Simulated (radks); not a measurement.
The numbers below are computed, except where a source is named.
Ionisation of Cl, [Ne] 3s2 3p5, to Cl+, [Ne] 3s2 3p4, under several functionals. Scalar-relativistic Kohn-Sham, spin-polarised, spherical densities, finite nucleus; open shells are filled with parallel spins first; a radial shooting solver on a logarithmic mesh with Libxc functionals.

functional                                        E(Cl) (hartree)  Exc (hartree)  IE (eV)  -e(HOMO) (eV)  <r> HOMO (bohr)  IE error (eV)
LDA (Slater exchange, Perdew-Zunger correlation)       -460.12191      -26.71989   13.278          8.303            1.860         +0.310
SCAN                                                   -461.66415      -28.32263   13.127          8.295            1.856         +0.159
revPBE                                                 -461.54809      -28.19416   13.003          8.077            1.859         +0.036
LDA (Slater exchange, Perdew-Wang correlation)         -460.12386      -26.72233   13.236          8.276            1.861         +0.269
PBEsol                                                 -460.74821      -27.36808   13.023          8.095            1.858         +0.055
exchange-only B88                                      -460.94115      -27.56529   11.916          7.098            1.883         -1.051
B86b exchange with PBE correlation                     -461.61118      -28.25757   13.073          8.140            1.858         +0.105
AM05                                                   -460.25622      -26.86266   13.015          8.075            1.859         +0.048
LDA (Slater exchange, VWN5 correlation)                -460.12982      -26.72862   13.234          8.275            1.861         +0.266
OLYP                                                   -461.65168      -28.32347   12.922          7.998            1.864         -0.046

NIST Atomic Spectra Database: 12.968 eV (measured). Closest: revPBE. The Delta-SCF values span 1.36 eV, the total energies 1.54 hartree. The highest occupied level is 3p. Open shells are spherical and high-spin; term and fine-structure splittings are not resolved.
